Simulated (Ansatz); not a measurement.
`C#C[O][Zn][CH3]` + `CN(C)C=O` → `[CH3][Zn][N](C)C` + `C#COC=O`  (formal exchange of groups at a Zn–O bond)

Calculated with Ansatz (gas phase, PBE0-D4/def2-TZVP geometries, no zero-point term in ΔE). CCSD(T)/CBS is the MP2 limit (def2-TZVPP, def2-QZVPP) plus CCSD(T) − MP2 in def2-TZVPP, frozen cores. This one scheme is used for every species. Functionals use def2-TZVPP. HSE06 is defined as in plane-wave codes. For Zn outer-core shells are correlated without core-valence functions, which leaves a few kJ/mol of doubt a bond. Scalar relativity is left out up to krypton. Each species was taken in one conformer, which may not be the lowest.

```json
{"level": "revPBE-D4", "ΔE (kJ/mol)": "134.1", "difference from CCSD(T)/CBS": "-0.9"}
{"level": "r2SCAN0-D4", "ΔE (kJ/mol)": "147.1", "difference from CCSD(T)/CBS": "12.1"}
{"level": "ωB97M-V", "ΔE (kJ/mol)": "135.6", "difference from CCSD(T)/CBS": "0.6"}
{"level": "revPBE", "ΔE (kJ/mol)": "134.9", "difference from CCSD(T)/CBS": "-0.1"}
{"level": "HSE06", "ΔE (kJ/mol)": "143.5", "difference from CCSD(T)/CBS": "8.5"}
{"level": "MP2/def2-SVP", "ΔE (kJ/mol)": "145.9", "difference from CCSD(T)/CBS": "10.9"}
{"level": "SCS-MP2/def2-TZVPP", "ΔE (kJ/mol)": "132.2", "difference from CCSD(T)/CBS": "-2.8"}
{"level": "HF/def2-QZVPP", "ΔE (kJ/mol)": "156.1", "difference from CCSD(T)/CBS": "21.1"}
{"level": "SCS-MP2/def2-QZVPP", "ΔE (kJ/mol)": "134.4", "difference from CCSD(T)/CBS": "-0.6"}
{"level": "MP2/CBS(def2)", "ΔE (kJ/mol)": "135.7", "difference from CCSD(T)/CBS": "0.7"}
{"level": "CCSD(T)/CBS", "ΔE (kJ/mol)": "135.0", "difference from CCSD(T)/CBS": "0"}
```

Largest T1 diagnostic among the species: 0.016.

From BLYP to BHLYP (50 % exact exchange), in def2-TZVPP and without D4, ΔE moves by +14.4 kJ/mol. At CCSD(T), def2-SVP lies +6.7 kJ/mol from the extrapolated value and def2-TZVPP −2.7 kJ/mol.
